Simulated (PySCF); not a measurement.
# One molecule, several mistakes: BGeH5OSi

All numbers below are calculated, not measured. They come from PySCF 2.14.0, an open-source quantum chemistry program, on an isolated molecule that a program drew, which may never have been made. The molecule is BGeH5OSi (charge 0, singlet), drawn as the SMILES string `O[BH][Ge][SiH3]`.

Each row is a Hartree-Fock (HF) and frozen-core CCSD(T) single point in the cc-pV(D+d)Z basis, meant for a local HF minimum. Run 1 is clean. Each other run has one planted mistake out of seven kinds, and not every kind appears here: one electron removed, one electron added, multiplicity raised by two, geometry at a saddle point, minimal basis STO-3G, one bond length entered in bohr, all coordinates scaled. The reference is restricted for singlets and unrestricted otherwise, and also for a bond in bohr. Adding or removing an electron swaps singlet and doublet. Electrons count all cores. HOMO and LUMO are orbital energies over both spins, the gradient is its largest component, and the lowest frequency (negative if imaginary) is given only where the gradient is small. Bond lengths are over the 8 bonds as drawn. T1 is the CCSD diagnostic: over 0.02 (restricted) or 0.045 (unrestricted) a single reference is doubtful. Germanium has the cc-pVDZ-PP basis, with a core potential (ECP10MDF) in place of its 10 inner electrons, and its 3s, 3p and 3d shells are frozen in CCSD(T).

Geometry of the clean run:
```xyz
9
BGeH5OSi, angstrom
O    -1.4664    0.6763   -0.1187
B    -0.9661    1.6576    0.6633
Ge    0.4908    1.6028    2.1976
Si    2.3323    2.1454    0.6399
H    -1.0849   -0.1786    0.0045
H    -1.4646    2.7486    0.5059
H     1.9668    3.0244   -0.4992
H     2.7663    0.8303    0.0895
H     3.4908    2.7562    1.3354
```

```
run  electrons  basis functions  <S^2>  HOMO (eV)  LUMO (eV)  gradient (hartree/bohr)  lowest frequency (cm^-1)  mean bond (Å)  longest bond (Å)      T1  HF (hartree)  CCSD(T) (hartree)                          mistake
  1         64               99  0.000      -8.34       0.03                  2.2e-05                        65         1.5689             2.472  0.0165    -684.77916         -685.29539                         no fault
  2         64               99  1.102      -8.79      -0.02                  1.2e-02                         -         1.6739             2.472  0.0685    -684.66131         -685.16588  one bond length entered in bohr
  3         64               99  0.000      -8.43      -0.10                  4.8e-02                         -         1.6552             2.608  0.0178    -684.75908         -685.28235           all coordinates scaled
  4         64               99  2.017      -7.82      -0.22                  3.2e-02                         -         1.5689             2.472  0.0196    -684.76160         -685.26243       multiplicity raised by two
  5         63               99  0.770     -15.05      -6.49                  5.5e-02                         -         1.5689             2.472  0.0226    -684.50756         -684.99938                                ?
```

**Which mistake was planted in run 5, and what did it cost?**

It counts 63 electrons, one fewer than the clean run, at the same geometry and basis. So the mistake is: one electron removed. Subtracting run 1 and multiplying by 627.51 kcal/mol a hartree, the energy moved by 170.4 kcal/mol in HF and 185.7 kcal/mol in CCSD(T).

Cautions from the logs. Run 2: T1 is over the limit, so its CCSD(T) energy is less reliable.
